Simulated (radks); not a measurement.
Values are calculated unless marked as measured or tabulated.
The copper ion Cu+, configuration [Ar] 3d10 (the NIST ground configuration).

Level of theory: scalar-relativistic Kohn-Sham, r2SCAN, spin-polarised, spherical densities, finite nucleus; meta-GGA in the generalised Kohn-Sham scheme; Fermi nuclear charge, rms radius 3.8823 fm (a radial shooting solver on a logarithmic mesh with Libxc functionals).

Energy parts (Ry):
total: -3309.61624
kinetic: 3358.93581
electron-nucleus: -7952.58444
Hartree: 1419.34736
exchange-correlation: -135.31497

Orbitals (lengths in bohr, moments of r in powers of bohr; <r^-3> diverges for s and p1/2; r(max) is where P^2 peaks):
orbital	occ.	eigenvalue (Ry)	<r>	<1/r>	<r^-3>	r(max)
1s	2	-653.1837	0.05214	29.15	-	0.03412
2s	2	-79.45346	0.2348	6.345	-	0.1964
2p	6	-68.52565	0.2063	6.211	706.6	0.1583
3s	2	-9.33786	0.7125	1.993	-	0.6132
3p	6	-6.09888	0.7509	1.835	88.60	0.6205
3d	10	-1.00188	1.007	1.385	7.586	0.6073
4s	0	-0.82964	2.603	0.4964	-	2.146
4p	0	-0.43488	3.517	0.3614	2.977	2.832

The highest occupied level is 3d at -13.631 eV. For comparison, the ionisation energy in NIST's Atomic Spectra Database is 20.292 eV (measured). In exact Kohn-Sham theory the highest level is minus the ionisation energy, but local and semilocal functionals leave it too shallow, through self-interaction and a potential that decays too fast; potentials with the right tail come closer. Summed over all electrons, <r^2> = 19.55 bohr^2, which gives a Langevin (diamagnetic) susceptibility term of -15.5 x 10^-6 cm^3/mol. The electron density at the nucleus is 2.238e+04 e/bohr^3 (large components only). The density falls to 0.001 e/bohr^3 at r = 3.29 bohr.
